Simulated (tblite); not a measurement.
Compound: C₉H₁₃ (charge -1).
Geometry (GFN2-xTB, Å), atoms numbered from 1 in this order:
```
atom  x, y, z in Å
C1    -1.7042    3.3396    0.8277
C2    -1.9806    2.2032    0.4669
C3    -2.3292    0.8295    0.0248
C4    -1.2226   -0.1939    0.3515
C5    -1.6566   -1.6113   -0.0280
C6     0.0667    0.2210   -0.3588
C7     1.3076   -0.5591    0.0882
C8     2.5398   -0.0729   -0.5988
C9     3.6446    0.3421    0.0188
H10   -3.2651    0.4924    0.5107
H11   -2.5119    0.8030   -1.0670
H12   -1.0424   -0.1627    1.4347
H13   -1.8040   -1.6859   -1.1063
H14   -0.9159   -2.3552    0.2700
H15   -2.5986   -1.8621    0.4612
H16   -0.0642    0.1053   -1.4399
H17    0.2130    1.2857   -0.1522
H18    1.4265   -0.4674    1.1704
H19    1.1683   -1.6218   -0.1484
H20    2.4934   -0.0600   -1.6812
H21    4.5058    0.6967   -0.5243
H22    3.7193    0.3531    1.0938
```

Level: GFN2-xTB in tblite, geometry and Hessian alike; calculated harmonic values, unscaled, isolated species. Against measured fundamentals such values can be off by several per cent, at times by over 20. One conformer, not necessarily the lowest.

Harmonic wavenumbers (cm⁻¹): 41.4, 49.6, 77.3, 104.2, 134.6, 172.2, 216.0, 281.0, 304.4, 315.9, 385.9, 402.0, 459.6, 491.7, 591.6, 792.2, 805.9, 860.3, 885.8, 925.7, 935.1, 954.7, 961.3, 971.4, 1046.9, 1066.9, 1085.6, 1126.0, 1132.8, 1185.6, 1215.7, 1259.0, 1263.3, 1268.4, 1292.6, 1318.8, 1331.6, 1361.4, 1403.3, 1421.5, 1479.9, 1487.2, 1491.9, 1513.2, 1520.4, 1653.3, 2083.9, 2732.9, 2779.9, 2888.7, 2895.7, 2933.9, 2950.0, 2969.0, 2971.0, 2985.8, 2997.3, 3034.8, 3082.6, 3104.6.

A = 2160, B = 871.7, C = 654.5 MHz; mass 121.102 u (most abundant isotopes); point group C1, symmetry number 1.

Question: What is the zero-point energy?

Answer: ½Σν̃ = 40728 cm⁻¹ = 487.21 kJ/mol.

Question: Entropy at 298.15 K, 1 bar (ideal gas, RRHO, classical rotation)?

Answer: Translation 168.68, rotation 125.29, vibration 145.51: S = 439.5 J/(mol K).

Question: And Cp and H(298.15 K) − H(0)?

Answer: Cp = 172.23 J/(mol K), of which vibrations give 138.98 (their classical limit is 60 R = 498.9); H(298.15 K) − H(0) = 31.80 kJ/mol without the zero-point energy, 21.88 from vibrations.

Question: Blend soft modes into free rotors: weight 1/[1 + (100 cm⁻¹/ν̃)⁴] for the oscillator and the rest for a rotor with moment μB/(μ + B), μ = h/(8π²ν), B = 10⁻⁴⁴ kg m². What vibrational entropy results?

Answer: 130.57 J/(mol K) in place of 145.51, which changes −T·S at 298.15 K by +4.45 kJ/mol.

Question: What must be added to the electronic energy to get the Gibbs energy at 298.15 K and 1 bar?

Answer: ZPE + [H(298.15 K) − H(0)] − T·S = 487.21 + 31.80 − 131.03 = 387.98 kJ/mol.

Question: How do the functions run with temperature in this model?

Answer: 
```tsv
T (K)	S (J/(mol K))	Cp (J/(mol K))	H − H(0) (kJ/mol)	G − H(0) (kJ/mol)	ln q(vib)
50	254.3	62.6	2.30	-10.41	0.83
100	305.8	88.2	6.09	-24.49	2.47
373.15	481.9	206.7	46.01	-133.80	10.87
500	550.0	260.1	75.71	-199.29	14.51
750	671.3	338.3	151.19	-352.31	21.45
1000	776.3	390.7	242.75	-533.59	27.98
```

q(vib) and H(0) count from the zero-point level.

Question: Which modes carry the vibrational entropy at 298.15 K?

Answer: 41.4 cm⁻¹: 21.72; 49.6 cm⁻¹: 20.22; 77.3 cm⁻¹: 16.56; 104.2 cm⁻¹: 14.12; 134.6 cm⁻¹: 12.05; 172.2 cm⁻¹: 10.09 J/(mol K); the other 54 give 50.75 together.

Hindered rotation and anharmonicity are outside this model. Other conformers, if any are populated, would add a mixing term that is left out. The structure is chiral; the term R ln 2 for an equal mix with its mirror image is left out.
